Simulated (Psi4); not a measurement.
H₃OSi, charge +1, singlet, geometry from GFN2-xTB; TPSS/STO-3G (Psi4 1.11).

The Psi4 input:
```
memory 2 GB

molecule {
1 1
O     0.96806077   -0.29274694   -0.01801030
Si   -0.52671752    0.13783196    0.00849571
H     1.90715119   -0.08140312   -0.00537859
H    -0.91460201    1.53346203    0.09340103
H    -1.36299003   -1.03973089   -0.06287995
}

set {
  basis sto-3g
}

energy('tpss')
print_variables()
```

What the program printed (banner, timings and long lists left out):

```
   => Loading Basis Set <=

    Name: STO-3G
    Role: ORBITAL
    Keyword: BASIS

         ---------------------------------------------------------
                                   SCF
               by Justin Turney, Rob Parrish, Andy Simmonett
                          and Daniel G. A. Smith
                              RKS Reference
         ---------------------------------------------------------

  ==> Geometry <==

    Molecular point group: c1
    Full point group: C1

    Geometry (in Angstrom), charge = 1, multiplicity = 1:

       Center              X                  Y                   Z               Mass
    ------------   -----------------  -----------------  -----------------  -----------------
         O            0.960086093597    -0.284005788240    -0.017477265488    15.994914619570
         SI          -0.534692196403     0.146573111760     0.009028744512    27.976926534650
         H            1.899176513597    -0.072661968240    -0.004845555488     1.007825032230
         H           -0.922576686403     1.542203181760     0.093934064512     1.007825032230
         H           -1.370964706403    -1.030989738240    -0.062346915488     1.007825032230

  Running in c1 symmetry.

  Rotational constants: A =      4.66040  B =      0.54561  C =      0.48843 [cm^-1]
  Rotational constants: A = 139715.14756  B =  16357.02664  C =  14642.74079 [MHz]
  Nuclear repulsion =   59.615263854631927

  Charge       = 1
  Multiplicity = 1
  Electrons    = 24
  Nalpha       = 12
  Nbeta        = 12

  ==> Algorithm <==

  SCF Algorithm Type is DF.
  DIIS enabled.
  MOM disabled.
  Fractional occupation disabled.
  Guess Type is SAD.
  Energy threshold   = 1.00e-06
  Density threshold  = 1.00e-06
  Integral threshold = 1.00e-12

  ==> Primary Basis <==

  Basis Set: STO-3G
    Blend: STO-3G
    Number of shells: 11
    Number of basis functions: 17
    Number of Cartesian functions: 17
    Spherical Harmonics?: true
    Max angular momentum: 1

  ==> DFT Potential <==

   => LibXC <=

    Version 7.1.2
    S. Lehtola, C. Steigemann, M. J. T. Oliveira, and M. A. L. Marques,  SoftwareX 7, 1–5 (2018) (10.1016/j.softx.2017.11.002)

   => Composite Functional: TPSS <=

    TPSS Meta-GGA XC Functional

    J. Tao, et al., Phys. Rev. Lett., 91, 146401, 2003

    Deriv               =              1
    GGA                 =           TRUE
    Meta                =           TRUE

    Exchange Hybrid     =          FALSE
    MP2 Hybrid          =          FALSE

   => Exchange Functionals <=

    1.0000   XC_MGGA_X_TPSS

   => Correlation Functionals <=

    1.0000   XC_MGGA_C_TPSS

   => LibXC Density Thresholds  <==

    XC_MGGA_C_TPSS:  1.00E-15
    XC_MGGA_X_TPSS:  1.00E-15

   => Molecular Quadrature <=

    Radial Scheme          =       TREUTLER
    Pruning Scheme         =           NONE
    Nuclear Scheme         =       TREUTLER

    Blocking Scheme        =         OCTREE
    BS radius alpha        =              1
    Pruning alpha          =              1
    Radial Points          =             75
    Spherical Points       =            302
    Total Points           =         107421
    Total Blocks           =            843
    Max Points             =            256
    Max Functions          =             17
    Weights Tolerance      =       1.00E-15

   => Loading Basis Set <=

    Name: (STO-3G AUX)
    Role: JKFIT
    Keyword: DF_BASIS_SCF

  ==> Integral Setup <==

  SCF_SUBTYPE=INCORE selected. In-core MEM_DF algorithm will be used.
  Using in-core AOs.

  ==> MemDFJK: Density-Fitted J/K Matrices <==

    J tasked:                   Yes
    K tasked:                    No
    wK tasked:                   No
    Algorithm:                 Core
    Schwarz Cutoff:           1E-12
    Mask sparsity (%):       0.6920
    Fitting Condition:        1E-10

   => Auxiliary Basis Set <=

  Basis Set: (STO-3G AUX)
    Blend: DEF2-UNIVERSAL-JKFIT
    Number of shells: 81
    Number of basis functions: 259
    Number of Cartesian functions: 308
    Spherical Harmonics?: true
    Max angular momentum: 4

  Minimum eigenvalue in the overlap matrix is 3.1582330226E-01.
  Reciprocal condition number of the overlap matrix is 1.6619065472E-01.
    Using symmetric orthogonalization.

  ==> Pre-Iterations <==

  SCF Guess: Superposition of Atomic Densities via on-the-fly atomic UHF (no occupation information).

   -------------------------
    Irrep   Nso     Nmo
   -------------------------
     A         17      17
   -------------------------
    Total      17      17
   -------------------------

  ==> Iterations <==

                           Total Energy        Delta E     RMS |[F,P]|

   @DF-RKS iter SAD:  -361.26390492236078   -3.61264e+02   0.00000e+00
   @DF-RKS iter   1:  -361.81328980027013   -5.49385e-01   1.74463e-02 DIIS/ADIIS
   @DF-RKS iter   2:  -361.43965290814214    3.73637e-01   4.87992e-02 DIIS/ADIIS
   @DF-RKS iter   3:  -361.87760336469853   -4.37950e-01   4.67544e-03 DIIS/ADIIS
   @DF-RKS iter   4:  -361.88283879669024   -5.23543e-03   6.15857e-04 DIIS/ADIIS
   @DF-RKS iter   5:  -361.88291175131059   -7.29546e-05   1.25155e-04 DIIS/ADIIS
   @DF-RKS iter   6:  -361.88291521985076   -3.46854e-06   1.64791e-05 DIIS
   @DF-RKS iter   7:  -361.88291528619698   -6.63462e-08   2.11826e-06 DIIS
   @DF-RKS iter   8:  -361.88291528738466   -1.18769e-09   1.98211e-07 DIIS
  Energy and wave function converged.

  ==> Post-Iterations <==

   Electrons on quadrature grid:
      Ntotal   =   24.0000038875 ; deviation = 3.888e-06

    Orbital Energies [Eh]
    ---------------------

    Doubly Occupied:

       1A    -65.305734     2A    -18.969411     3A     -5.287551
       4A     -3.613667     5A     -3.613372     6A     -3.609497
       7A     -1.182862     8A     -0.789954     9A     -0.658783
      10A     -0.590705    11A     -0.501490    12A     -0.445808

    Virtual:

      13A     -0.269232    14A     -0.131996    15A     -0.025993
      16A      0.098951    17A      0.206725

    Final Occupation by Irrep:
              A
    DOCC [    12 ]
    NA   [    12 ]
    NB   [    12 ]

  @DF-RKS Final Energy:  -361.88291528738466

   => Energetics <=

    Nuclear Repulsion Energy =             59.6152638546319267
    One-Electron Energy =                -613.1139660923666952
    Two-Electron Energy =                 221.9819384004689766
    DFT Exchange-Correlation Energy =     -30.3661514501188599
    Empirical Dispersion Energy =           0.0000000000000000
    VV10 Nonlocal Energy =                  0.0000000000000000
    Total Energy =                       -361.8829152873846624

Computation Completed

Properties will be evaluated at   0.000000,   0.000000,   0.000000 [a0]

Properties computed using the SCF density matrix

 Multipole Moments:

 ------------------------------------------------------------------------------------
     Multipole            Electronic (a.u.)      Nuclear  (a.u.)        Total (a.u.)
 ------------------------------------------------------------------------------------

 L = 1.  Multiply by 2.5417464519 to convert [e a0] to [Debye]
 Dipole X            :          0.4257777           -0.3767488            0.0490289
 Dipole Y            :          0.0285213            0.4129595            0.4414808
 Dipole Z            :          0.0016370            0.0251823            0.0268193
 Magnitude           :                                                    0.4450038

 ------------------------------------------------------------------------------------

  Variable Map:
  ----------------------------------------------------------------------------
  "CURRENT ENERGY"              =>    -361.882915287385
  "CURRENT REFERENCE ENERGY"    =>    -361.882915287385
  "DD SOLVATION ENERGY"         =>       0.000000000000
  "DFT FUNCTIONAL TOTAL ENERGY" =>    -361.882915287385
  "DFT TOTAL ENERGY"            =>    -361.882915287385
  "DFT VV10 ENERGY"             =>       0.000000000000
  "DFT XC ENERGY"               =>     -30.366151450119
  "GRID ELECTRONS ALPHA"        =>      12.000001943754
  "GRID ELECTRONS BETA"         =>      12.000001943754
  "GRID ELECTRONS TOTAL"        =>      24.000003887508
  "NUCLEAR REPULSION ENERGY"    =>      59.615263854632
  "ONE-ELECTRON ENERGY"         =>    -613.113966092367
  "PCM POLARIZATION ENERGY"     =>       0.000000000000
  "PE ENERGY"                   =>       0.000000000000
  "SCF ITERATION ENERGY"        =>    -361.882915287385
  "SCF ITERATIONS"              =>       8.000000000000
  "SCF TOTAL ENERGY"            =>    -361.882915287385
  "TWO-ELECTRON ENERGY"         =>     221.981938400469
  "XC GRID RADIAL POINTS"       =>      75.000000000000
  "XC GRID SPHERICAL POINTS"    =>     302.000000000000
  "XC GRID TOTAL POINTS"        =>  107421.000000000000

  Array Variable Map:
  ----------------------------------------------------------------------------
  "CURRENT DIPOLE"              =>       0.049028947094 ... 0.026819329656 1 by 3
  "SCF DIPOLE"                  =>       0.049028947094 ... 0.026819329656 1 by 3
  "SCF TOTAL ENERGIES"          =>    -361.263904922361 ... -361.882915287385 1 by 9
```
